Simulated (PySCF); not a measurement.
Input and output of a TDDFT job on `CC(=O)[C@H]1C(F)=C1B(F)F`.

Computed with TDDFT CAM-B3LYP/def2-SVPD, vertical, gas phase, core orbitals frozen in the response (PySCF 2.14.0, density-fitted response routines).

Input of the driver that calls PySCF (job settings, then Cartesian coordinates in Å):

```
{"job": {"kind": "uv", "xc": "CAM-B3LYP", "basis": "def2-SVPD", "nstates": 8, "ntriplets": 3}, "charge": 0, "multiplicity": 1}
C     -2.2189    -0.5325    -0.6699
C     -1.0334    -0.4037     0.2470
O     -0.8659    -1.0796     1.2308
C     -0.0406     0.6381    -0.1660
C      0.7226     1.3468     0.8889
F      0.6076     2.3091     1.7545
C      1.4315     0.4234     0.3010
B      2.6625    -0.4530     0.1279
F      2.7555    -1.3533    -0.8266
F      3.7159    -0.3478     0.9083
H     -2.7274     0.4255    -0.7548
H     -1.8750    -0.8235    -1.6604
H     -2.9063    -1.2821    -0.2891
H     -0.2288     1.1320    -1.1138
```

Output:

```
coarse grid: 13344 points
cycle   1  E = -591.6232564939  dE =  1.950e+00  |g| = 1.072e+00  |ddm| = 6.333e+00
cycle   2  E = -591.3278148522  dE =  2.954e-01  |g| = 1.702e+00  |ddm| = 3.144e+00
cycle   3  E = -591.8525063470  dE = -5.247e-01  |g| = 1.813e-01  |ddm| = 2.169e+00
cycle   4  E = -591.8577340180  dE = -5.228e-03  |g| = 8.554e-02  |ddm| = 2.941e-01
cycle   5  E = -591.8590455607  dE = -1.312e-03  |g| = 1.527e-02  |ddm| = 1.175e-01
cycle   6  E = -591.8590992227  dE = -5.366e-05  |g| = 4.670e-03  |ddm| = 3.448e-02
cycle   7  E = -591.8591052857  dE = -6.063e-06  |g| = 1.808e-03  |ddm| = 1.161e-02
final grid: 134760 points
cycle   8  E = -591.9544341706  dE = -5.585e-05  |g| = 4.704e-03  |ddm| = 9.950e-02
cycle   9  E = -591.9544316639  dE =  2.507e-06  |g| = 6.191e-03  |ddm| = 1.589e-02
cycle  10  E = -591.9544387870  dE = -7.123e-06  |g| = 8.501e-04  |ddm| = 7.211e-03
cycle  11  E = -591.9544389137  dE = -1.267e-07  |g| = 3.189e-04  |ddm| = 1.352e-03
cycle  12  E = -591.9544389316  dE = -1.788e-08  |g| = 1.188e-04  |ddm| = 4.843e-04
cycle  13  E = -591.9544389345  dE = -2.841e-09  |g| = 1.945e-05  |ddm| = 1.729e-04
cycle  14  E = -591.9544389347  dE = -2.451e-10  |g| = 7.807e-06  |ddm| = 7.956e-05
converged SCF energy = -591.9544389347

Static polarisability (au): isotropic 72.825, principal 61.124 71.140 86.212

Singlet excitations
state   eV       nm        f      main configurations
  1   4.4064    281.4   0.00167   H->L+1 0.80
  2   5.3337    232.5   0.06194   H->L 0.90
  3   6.0364    205.4   0.04545   H-1->L 0.48, H-2->L 0.43
  4   6.2237    199.2   0.07922   H-2->L 0.47, H-1->L 0.41
  5   6.4198    193.1   0.01668   H-1->L+1 0.81
  6   7.0021    177.1   0.00251   H-3->L 0.43, H->L+2 0.40
  7   7.0484    175.9   0.01480   H->L+2 0.43, H-3->L 0.39
  8   7.6564    161.9   0.17607   H-2->L+1 0.81

Triplet excitations (Tamm-Dancoff, eV): 3.7714 3.9063 5.4496
```

The SCF starts on a coarse grid; the energy jumps when the final grid takes over, and dE counts afresh there. The run used 244 basis functions and 14 SCF iterations for the ground state.

On one thread of an Arm Neoverse N1, shared host, this took 2.1 min and 1.1 GiB of memory at its peak.

Q: What frontier levels and dipole did the ground state of this run have?

A: HOMO -9.09 eV, LUMO -0.76 eV, dipole 3.82 D.

Geometry: GFN2-xTB, one conformer, isolated molecule.
